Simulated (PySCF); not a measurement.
Excitation energy of B by level of theory

B [He] 2s2 2p1 (2P) → B [He] 2s1 2p2 (4P), as a difference of total energies. Computed with PySCF 2.14 in dyall-acv3z (15s9p4d2f, 76 functions), with the spin-free X2C one-electron Hamiltonian (Gaussian nucleus). Correlated levels: valence and next inner shell: nothing frozen; virtual orbitals above 40 to 60 times the deepest correlated orbital energy dropped. The calculations carry no spin-orbit coupling.

```tsv
method	excitation energy (eV)
UHF	2.194
MP2 (valence and next inner shell)	3.144
SCS-MP2 (valence and next inner shell)	3.528
CCSD (valence and next inner shell)	3.535
CCSD(T) (valence and next inner shell)	3.578
```

Q: How much does correlation contribute at CCSD(T) (valence and next inner shell)?

A: 3.578 − (2.194) = 1.384 eV, measured against UHF.
